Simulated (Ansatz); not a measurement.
`CO[SiH2]N[SiH2]Cl` + `OB(F)CF` → `CO[SiH2]B(O)F` + `FCN[SiH2]Cl`  (redistribution)

Calculated with Ansatz (gas phase, PBE0-D4/def2-TZVP geometries, no zero-point term in ΔE). CCSD(T)/CBS adds triple-zeta CCSD(T) − MP2 to the extrapolated MP2 energy (def2 sets, frozen cores). DFT in def2-TZVPP. B3LYP here is the variant with VWN-RPA as its local correlation; programs differ in this. Each species was taken in one conformer, which may not be the lowest.

(1) Is it downhill or uphill in electronic energy at CCSD(T)/CBS, and by how much? (Best estimate.)

(2) What do these levels give: B3LYP-D4, B2PLYP, PBE, r2SCAN, B3LYP, HF/def2-TZVPP, SCS-MP2/def2-TZVPP, CCSD/def2-TZVPP, CCSD(T)/def2-TZVPP, HF/def2-QZVPP, MP2/def2-QZVPP, MP2/CBS(def2)? (Best estimate.)

Largest T1 diagnostic among the species: 0.013.

Results:

(1) The calculation gave: Uphill: ΔE = +140.6 kJ/mol.

(2) Ansatz gave: B3LYP-D4 135.8, B2PLYP 135.9, PBE 114.7, r2SCAN 133.7, B3LYP 129.0, HF/def2-TZVPP 146.1, SCS-MP2/def2-TZVPP 142.3, CCSD/def2-TZVPP 139.9, CCSD(T)/def2-TZVPP 138.0, HF/def2-QZVPP 147.3, MP2/def2-QZVPP 146.6, MP2/CBS(def2) 147.3 kJ/mol.

The D4 term adds +6.8 kJ/mol with B3LYP and +4.1 kJ/mol with PBE0; it sums over pairs of atoms, weighted by their polarisabilities, and B3LYP, whose exchange is more repulsive, gets the larger term. From PBE to PBE0 (25 % exact exchange), in def2-TZVPP and without D4, ΔE moves by +9.4 kJ/mol.
